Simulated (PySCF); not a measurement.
Can point charges reproduce the dipole moment of `Cc1[nH]nnc1[SiH3]`?

Coordinates (GFN2-xTB, Å) and charges (e) from the PBE0/pcSseg-1 density (PySCF):

| atom | x | y | z | Mulliken | IAO | Hirshfeld | ESP-fitted |
| --- | --- | --- | --- | --- | --- | --- | --- |
| C1 | -1.215 | -1.292 | 0.250 | -0.1222 | -0.4374 | -0.1112 | -0.6392 |
| C2 | -0.740 | 0.100 | 0.075 | +0.0502 | +0.0635 | +0.0380 | +0.0941 |
| N3 | -1.567 | 1.174 | 0.100 | -0.2940 | -0.1361 | -0.0189 | +0.1034 |
| N4 | -0.870 | 2.300 | -0.076 | -0.0305 | -0.1048 | -0.0892 | -0.3086 |
| N5 | 0.356 | 1.993 | -0.209 | -0.2536 | -0.1810 | -0.1373 | -0.2652 |
| C6 | 0.517 | 0.646 | -0.127 | -0.2516 | -0.2667 | -0.1027 | +0.1437 |
| Si7 | 2.212 | -0.131 | -0.264 | +0.5568 | +0.6182 | +0.3128 | +0.2097 |
| H8 | -1.414 | -1.499 | 1.302 | +0.1471 | +0.1639 | +0.0541 | +0.1954 |
| H9 | -2.135 | -1.456 | -0.312 | +0.1331 | +0.1575 | +0.0525 | +0.1892 |
| H10 | -0.456 | -1.986 | -0.099 | +0.1452 | +0.1691 | +0.0564 | +0.1984 |
| H11 | -2.568 | 1.194 | 0.223 | +0.1909 | +0.3035 | +0.1654 | +0.2509 |
| H12 | 2.984 | 0.576 | -1.280 | -0.0728 | -0.1026 | -0.0657 | -0.0455 |
| H13 | 2.022 | -1.538 | -0.648 | -0.1162 | -0.1294 | -0.0794 | -0.0711 |
| H14 | 2.874 | -0.082 | 1.042 | -0.0825 | -0.1178 | -0.0749 | -0.0551 |

Task: What dipole does each set of charges give (1 e·Å = 4.803 D), and what does the density give?

Result: The full density gives (-2.82, -3.87, 0.68) D, 4.84 D in size; dipole vectors point from the negative to the positive end.

| scheme | μx | μy | μz | size (D) | share of the full size (%) | angle to the full dipole (°) |
| --- | --- | --- | --- | --- | --- | --- |
| Mulliken | -0.61 | -6.36 | 0.70 | 6.43 | 133 | 30 |
| IAO | -1.81 | -3.57 | 0.51 | 4.03 | 83 | 9 |
| Hirshfeld | -1.95 | -2.13 | 0.39 | 2.91 | 60 | 6 |
| ESP-fitted | -2.86 | -3.80 | 0.68 | 4.81 | 99 | 1 |

Task: Which set comes closest?

Result: Length of the difference vector: ESP-fitted 0.08 D, IAO 1.07 D, Hirshfeld 1.97 D, Mulliken 3.33 D. Closest: ESP-fitted. The schemes that divide the density aren't constrained to reproduce the dipole.

Task: What is left for the Hirshfeld atoms' own dipoles?

Result: The Hirshfeld atoms' densities add up to the full density, so μ = Σ q r + Σ (atomic dipoles). The atomic dipoles sum to (-2.82, -3.87, 0.68) − (-1.95, -2.13, 0.39) = (-0.87, -1.74, 0.29) D, 1.97 D in size.

Task: With the origin at the mean of the coordinates, (0.000, 0.000, -0.002) Å, which are the largest single terms, by size, of the Hirshfeld dipole along the direction of the full one?

Result: Si7 -1.83, N5 +1.21, C1 -0.95, H12 +0.75, H9 +0.60 D; all 14 atoms together +2.90 D. The single terms depend on the origin, their sum doesn't.

Task: Give the size of the full dipole in other units.

Result: 4.84 D = 1.903 au = 1.007 e·Å = 16.13 × 10⁻³⁰ C·m.

Isolated species at its GFN2-xTB geometry, gas phase.
